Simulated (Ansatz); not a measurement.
Start from `[CH3][Ge]([F])([F])[SiH3]` and change one atom or group to get `[CH3][Ge]([F])([F])[Cl]`.

Ansatz, PBE0-D4/def2-TZVP geometries, multiplicity 1. 

Scalar relativity is left out up to krypton.

| property | `[CH3][Ge]([F])([F])[SiH3]` |
| --- | --- |
| LUMO energy (PBE0/def2-TZVPP) / eV | -0.26 |
| HOMO–LUMO gap (PBE/def2-TZVPP) / eV | 6.07 |
| LUMO energy (B3LYP/def2-TZVPP) / eV | -0.45 |
| HOMO energy (PBE0/def2-TZVPP) / eV | -8.44 |
| HOMO–LUMO gap (B3LYP/def2-TZVPP) / eV | 7.77 |
| HOMO–LUMO gap (PBE0/def2-TZVPP) / eV | 8.18 |

Task: What does the change do to each property? (An estimate is asked.)

Result: Computed: 
```json
{"property": "LUMO energy (PBE0/def2-TZVPP) / eV", "`[CH3][Ge]([F])([F])[Cl]`": "-0.40", "shift": "-0.14"}
{"property": "HOMO–LUMO gap (PBE/def2-TZVPP) / eV", "`[CH3][Ge]([F])([F])[Cl]`": "6.70", "shift": "0.63"}
{"property": "LUMO energy (B3LYP/def2-TZVPP) / eV", "`[CH3][Ge]([F])([F])[Cl]`": "-0.77", "shift": "-0.32"}
{"property": "HOMO energy (PBE0/def2-TZVPP) / eV", "`[CH3][Ge]([F])([F])[Cl]`": "-9.63", "shift": "-1.19"}
{"property": "HOMO–LUMO gap (B3LYP/def2-TZVPP) / eV", "`[CH3][Ge]([F])([F])[Cl]`": "8.58", "shift": "0.81"}
{"property": "HOMO–LUMO gap (PBE0/def2-TZVPP) / eV", "`[CH3][Ge]([F])([F])[Cl]`": "9.23", "shift": "1.05"}
```

With PBE0 the HOMO falls by 1.19 eV and the LUMO falls by 0.14 eV, so the gap widens by about 1.05 eV. PBE moves the HOMO by -1.00 eV and ωB97M-V by -1.40 eV.

B3LYP here is the variant with VWN-RPA as its local correlation; programs differ in this.
